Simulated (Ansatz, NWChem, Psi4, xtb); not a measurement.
Ligand exchange: SiHBr + RbF → SiHF + RbBr

Species: SiHBr `[SiH]Br`, singlet; RbF, singlet; SiHF `F[SiH]`, singlet; RbBr, singlet. The partners trade Br for F: Si–Br and Rb–F bonds give way to Si–F and Rb–Br.

Shapes, held fixed at every level: PBE0-D4/def2-TZVP; RbBr at the measured bond length. Programs: Ansatz 0.2.0, NWChem 7.3.0, xtb 6.7.1. A level may come from different programs for different species; with the same settings they agree closely. Electronic energies: no zero-point or thermal term.

| level | kind | ΔE (kJ/mol) |
| --- | --- | --- |
| GFN2-xTB | semi-empirical | -88.4 |
| HF/STO-3G | Hartree–Fock | -338.3 |
| HF/3-21G | Hartree–Fock | -326.7 |
| SVWN5/STO-3G | LDA | -257.6 |
| wB97M-V/STO-3G | range-separated hybrid | -299.6 |
| BCCD(T)/STO-3G | coupled cluster or CI | -308.5 |
| CCSD/STO-3G | coupled cluster or CI | -305.3 |
| CCSDTQ/STO-3G | coupled cluster or CI | -307.6 |
| PBE0/def2-SVP | global hybrid | -141.6 |

PBE0/def2-SVP gives ΔE = -141.6 kJ/mol; the levels span -338.3 to -88.4. The median of the levels is -305.3. No measured value is set beside it here. T1 is large for RbF (0.038), SiHF (0.023), so single-reference values are less sure there. For atoms past krypton def2 sets carry core potentials with scalar relativity. All-electron rows are non-relativistic unless named. Relativity is left out for Br. Outer-core shells of Br, Rb are correlated, in sets that cover them unevenly. PBE0/def2-SVP lies outside the range of all other levels here, so it shouldn't be taken on trust. Rows in sets without polarisation functions are far from converged.
